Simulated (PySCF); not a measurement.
H₆GeSi, triplet, at the geometry of the source list (a higher spin typed on purpose: for a closed-shell molecule this is an excited state); CASSCF(4,5)/STO-3G (PySCF).

Here is a job for PySCF.
```python
from pyscf import gto, scf, mcscf
import numpy

mol = gto.M(
    atom='''
Si   -1.20920000    0.12370000    0.01790000
Ge    1.10930000   -0.11160000   -0.01550000
H    -1.79110000   -0.70670000    1.07280000
H    -1.57980000    1.51780000    0.26520000
H    -1.78100000   -0.28920000   -1.26450000
H     1.61290000   -1.42810000   -0.52970000
H     1.84820000    0.88280000   -0.86240000
H     1.79070000    0.01130000    1.31620000
''',
    basis='sto-3g',
    spin=2,
    verbose=4,
)

mf = scf.ROHF(mol)
mf.kernel()
mc = mcscf.CASSCF(mf, 5, 4)
mc.fix_spin_(ss=2.0)
mc.conv_tol = 1e-5
mc.kernel()
occ = numpy.linalg.eigvalsh(mc.fcisolver.make_rdm1(mc.ci, mc.ncas, mc.nelecas))[::-1]
ss = mc.fcisolver.spin_square(mc.ci, mc.ncas, mc.nelecas)[0]
print('natural occupations', occ.round(4), ' <S^2>', round(ss, 4))
```

Problem. What does PySCF print? Leave out banner, timings and long lists.

Solution. 
```
PySCF version 2.14.0

[INPUT] verbose = 4
[INPUT] num. atoms = 8
[INPUT] num. electrons = 52
[INPUT] charge = 0
[INPUT] spin (= nelec alpha-beta = 2S) = 2
[INPUT] symmetry False subgroup None
[INPUT] Mole.unit = angstrom
[INPUT] Symbol           X                Y                Z      unit          X                Y                Z       unit  Magmom
[INPUT]  1 Si    -1.209200000000   0.123700000000   0.017900000000 AA   -2.285056829824   0.233759121609   0.033826097630 Bohr   0.0
[INPUT]  2 Ge     1.109300000000  -0.111600000000  -0.015500000000 AA    2.096273189980  -0.210893435501  -0.029290754931 Bohr   0.0
[INPUT]  3 H     -1.791100000000  -0.706700000000   1.072800000000 AA   -3.384688461708  -1.335469452230   2.027298186433 Bohr   0.0
[INPUT]  4 H     -1.579800000000   1.517800000000   0.265200000000 AA   -2.985389331588   2.868226311865   0.501155368235 Bohr   0.0
[INPUT]  5 H     -1.781000000000  -0.289200000000  -1.264500000000 AA   -3.365602227850  -0.546508795224  -2.389558684513 Bohr   0.0
[INPUT]  6 H      1.612900000000  -1.428100000000  -0.529700000000 AA    3.047939266311  -2.698717878491  -1.000987928182 Bohr   0.0
[INPUT]  7 H      1.848200000000   0.882800000000  -0.862400000000 AA    3.492591823421   1.668250222766  -1.629699809825 Bohr   0.0
[INPUT]  8 H      1.790700000000   0.011300000000   1.316200000000 AA    3.383932571259   0.021353905208   2.487257525153 Bohr   0.0

nuclear repulsion = 176.209958270367
number of shells = 19
number of NR pGTOs = 99
number of NR cGTOs = 33
basis = sto-3g
ecp = {}

******** <class 'pyscf.scf.rohf.ROHF'> ********
method = ROHF
initial guess = minao
damping factor = 0
level_shift factor = 0
DIIS = <class 'pyscf.scf.diis.CDIIS'>
diis_start_cycle = 1
diis_space = 8
diis_damp = 0
SCF conv_tol = 1e-09
SCF conv_tol_grad = None
SCF max_cycles = 50
direct_scf = True
direct_scf_tol = 1e-13
num. doubly occ = 25  num. singly occ = 2
Set gradient conv threshold to 3.16228e-05
init E= -2337.69105282445
  HOMO = 0.0917964900116445  LUMO = 0.114478146837896  gap/eV = 0.61720
cycle= 1 E= -2340.24955912954  delta_E= -2.56  |g|= 0.423  |ddm|= 3.07
  HOMO = 0.334007800653311  LUMO = 0.454311671124354  gap/eV = 3.27364
cycle= 2 E= -2340.40483094802  delta_E= -0.155  |g|= 0.286  |ddm|= 1.71
  HOMO = 0.269861780181035  LUMO = 0.465631051188332  gap/eV = 5.32715
cycle= 3 E= -2340.48041632992  delta_E= -0.0756  |g|= 0.0874  |ddm|= 0.929
  HOMO = 0.25035537288099  LUMO = 0.455820695346489  gap/eV = 5.59100
cycle= 4 E= -2340.49196261848  delta_E= -0.0115  |g|= 0.0196  |ddm|= 0.534
  HOMO = 0.258006257575816  LUMO = 0.460055834175908  gap/eV = 5.49805
cycle= 5 E= -2340.49238136276  delta_E= -0.000419  |g|= 0.00778  |ddm|= 0.0658
  HOMO = 0.257608415735618  LUMO = 0.460532518789332  gap/eV = 5.52185
cycle= 6 E= -2340.49255277568  delta_E= -0.000171  |g|= 0.00225  |ddm|= 0.0488
  HOMO = 0.257806714855978  LUMO = 0.460708385040873  gap/eV = 5.52124
cycle= 7 E= -2340.4925653515  delta_E= -1.26e-05  |g|= 0.000319  |ddm|= 0.0132
  HOMO = 0.257878025692422  LUMO = 0.460750643777476  gap/eV = 5.52045
cycle= 8 E= -2340.49256561194  delta_E= -2.6e-07  |g|= 8e-05  |ddm|= 0.00201
  HOMO = 0.257871001814009  LUMO = 0.460752858903111  gap/eV = 5.52070
cycle= 9 E= -2340.49256562223  delta_E= -1.03e-08  |g|= 1.84e-05  |ddm|= 0.000291
  HOMO = 0.257872617966207  LUMO = 0.460753405637711  gap/eV = 5.52067
cycle= 10 E= -2340.49256562321  delta_E= -9.72e-10  |g|= 5.08e-06  |ddm|= 9.07e-05
  HOMO = 0.257872258304015  LUMO = 0.460753072762993  gap/eV = 5.52067
Extra cycle  E= -2340.49256562327  delta_E= -6.37e-11  |g|= 2.54e-06  |ddm|= 1.65e-05
converged SCF energy = -2340.49256562327

******** <class 'pyscf.mcscf.mc1step.CASSCF'> ********
CAS (3e+1e, 5o), ncore = 24, nvir = 4
max_cycle_macro = 50
max_cycle_micro = 4
conv_tol = 1e-05
conv_tol_grad = None
orbital rotation max_stepsize = 0.02
orbital rotation threshold for CI restart = 0.01
augmented hessian ah_max_cycle = 30
augmented hessian ah_conv_tol = 1e-12
augmented hessian ah_linear dependence = 1e-14
augmented hessian ah_level shift = 1e-08
augmented hessian ah_start_tol = 2.5
augmented hessian ah_start_cycle = 3
augmented hessian ah_grad_trust_region = 3
kf_trust_region = 3
kf_interval = 4
ci_response_space = 4
ci_grad_trust_region = 3
with_dep4 0
natorb = False
canonicalization = True
sorting_mo_energy = False
ao2mo_level = 2
internal_rotation = False
******** <class 'pyscf.fci.addons.SpinPenaltyFCISolver'> ********
max. cycles = 50
conv_tol = 1e-08
davidson only = True
linear dependence = 1e-12
level shift = 0.001
max iter space = 12
nroots = 1
pspace_size = 400
spin = None
CASCI E = -2340.49506020735  S^2 = 2.0000000
Set conv_tol_grad to 0.00316228
macro iter   1 ( 21 JK    4 micro), CASSCF E = -2340.49706205730  dE = -2.00184995e-03  S^2 = 2.0000000
               |grad[o]|=0.00484  |grad[c]|=0.00541  |ddm|=0.00447  |maxRot[o]|=0.186
macro iter   2 ( 21 JK    4 micro), CASSCF E = -2340.50333532056  dE = -6.27326326e-03  S^2 = 2.0000000
               |grad[o]|=0.0063  |grad[c]|=0.0194  |ddm|=0.0428  |maxRot[o]|=0.281
macro iter   3 ( 21 JK    4 micro), CASSCF E = -2340.50802555275  dE = -4.69023219e-03  S^2 = 2.0000000
               |grad[o]|=0.0108  |grad[c]|=0.0127  |ddm|=0.00832  |maxRot[o]|=0.186
macro iter   4 ( 11 JK    2 micro), CASSCF E = -2340.50871595890  dE = -6.90406152e-04  S^2 = 2.0000000
               |grad[o]|=0.00515  |grad[c]|=0.00369  |ddm|=0.00251  |maxRot[o]|=0.139
macro iter   5 (  7 JK    2 micro), CASSCF E = -2340.50882507568  dE = -1.09116784e-04  S^2 = 2.0000000
               |grad[o]|=0.00244  |grad[c]|=0.00203  |ddm|=0.00103  |maxRot[o]|=0.0225
macro iter   6 (  7 JK    2 micro), CASSCF E = -2340.50889848001  dE = -7.34043324e-05  S^2 = 2.0000000
               |grad[o]|=0.00164  |grad[c]|=0.00102  |ddm|=0.0012  |maxRot[o]|=0.0511
macro iter   7 (  4 JK    1 micro), CASSCF E = -2340.50892620746  dE = -2.77274407e-05  S^2 = 2.0000000
               |grad[o]|=0.000892  |grad[c]|=0.00136  |ddm|=0.000819  |maxRot[o]|= 0.04
macro iter   8 (  1 JK    1 micro), CASSCF E = -2340.50892620758  dE = -1.29602995e-10  S^2 = 2.0000000
               |grad[o]|=0.000263  |grad[c]|=8.51e-06  |ddm|=7.75e-06  |maxRot[o]|=    0
1-step CASSCF converged in   8 macro ( 93 JK  20 micro) steps
CASSCF canonicalization
Density matrix diagonal elements [1.97423883 1.00087822 0.99903272 0.01987086 0.00597936]
CASSCF energy = -2340.50892620758
CASCI E = -2340.50892620758  E(CI) = -3.23523614782835  S^2 = 2.0000000
natural occupations [1.9743e+00 1.0008e+00 9.9900e-01 2.4100e-02 1.7000e-03]  <S^2> 2.0
```
